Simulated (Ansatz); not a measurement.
Lin (charge +1): gap (eV) at several levels, gas phase, relaxed structures; Ansatz. Clusters are the lowest isomers that short searches found in that spin, judged at the geometry's level. HOMO and LUMO are taken over both spins. Singlets are spin-restricted. The structures are stationary points that may keep the symmetry of their start. Remarks come from the PBE and PBE0 runs and from stability tests at other levels; not every state was tested.

```json
{"species": "Li3⁺", "state": "singlet", "geometry": "r2SCAN/def2-TZVP", "PBE/def2-SVP": "2.10", "PBE/def2-TZVP": "2.16", "PBE0/def2-SVP": "3.31", "PBE0/def2-TZVP": "3.35", "remarks": "–"}
{"species": "Li4⁺", "state": "doublet", "geometry": "B3LYP/def2-TZVP", "PBE/def2-SVP": "0.72", "PBE/def2-TZVP": "0.72", "PBE0/def2-SVP": "1.90", "PBE0/def2-TZVP": "1.87", "remarks": "–"}
{"species": "Li6⁺", "state": "doublet", "geometry": "PBE0/def2-TZVP", "PBE/def2-SVP": "0.81", "PBE/def2-TZVP": "0.78", "PBE0/def2-SVP": "1.92", "PBE0/def2-TZVP": "1.87", "remarks": "–"}
{"species": "Li7⁺", "state": "singlet", "geometry": "PBE/def2-TZVP", "PBE/def2-SVP": "1.10", "PBE/def2-TZVP": "1.13", "PBE0/def2-SVP": "2.19", "PBE0/def2-TZVP": "2.21", "remarks": "restricted SCF unstable in HF"}
{"species": "Li8⁺", "state": "doublet", "geometry": "PBE/def2-TZVP", "PBE/def2-SVP": "0.67", "PBE/def2-TZVP": "0.66", "PBE0/def2-SVP": "1.74", "PBE0/def2-TZVP": "1.72", "remarks": "–"}
{"species": "Li9⁺", "state": "singlet", "geometry": "PBE0/def2-TZVP", "PBE/def2-SVP": "1.39", "PBE/def2-TZVP": "1.39", "PBE0/def2-SVP": "2.40", "PBE0/def2-TZVP": "2.38", "remarks": "restricted SCF unstable in HF"}
{"species": "Li10⁺", "state": "doublet", "geometry": "PBE0/def2-TZVP", "PBE/def2-SVP": "0.35", "PBE/def2-TZVP": "0.34", "PBE0/def2-SVP": "1.31", "PBE0/def2-TZVP": "1.25", "remarks": "spin-contaminated (⟨S²⟩ up to 0.87)"}
{"species": "Li11⁺", "state": "singlet", "geometry": "r2SCAN/def2-SVP", "PBE/def2-SVP": "0.76", "PBE/def2-TZVP": "0.77", "PBE0/def2-SVP": "1.70", "PBE0/def2-TZVP": "1.70", "remarks": "restricted SCF unstable in HF"}
{"species": "Li14⁺", "state": "doublet", "geometry": "PBE/def2-SVP", "PBE/def2-SVP": "0.47", "PBE/def2-TZVP": "0.46", "PBE0/def2-SVP": "1.43", "PBE0/def2-TZVP": "1.40", "remarks": "spin-contaminated (⟨S²⟩ up to 0.85)"}
{"species": "Li19⁺", "state": "singlet", "geometry": "PBE/def2-SVP", "PBE/def2-SVP": "0.59", "PBE/def2-TZVP": "0.59", "PBE0/def2-SVP": "1.48", "PBE0/def2-TZVP": "1.49", "remarks": "restricted SCF unstable in HF"}
```

**Question.** Estimate the column for r2SCAN/def2-TZVP.

**Answer.** Li3⁺ 2.57; Li4⁺ 1.30; Li6⁺ 1.05; Li7⁺ 1.27; Li8⁺ 1.14; Li9⁺ 1.55; Li10⁺ 0.58; Li11⁺ 0.88; Li14⁺ 0.81; Li19⁺ 0.69.

Over the 10 species that have every level, the mean is 0.90 at PBE/def2-SVP, 0.90 at PBE/def2-TZVP, 1.19 at r2SCAN/def2-TZVP, 1.94 at PBE0/def2-SVP, 1.92 at PBE0/def2-TZVP. Orbital gaps grow with the share of exact exchange and aren't one observable across functionals.
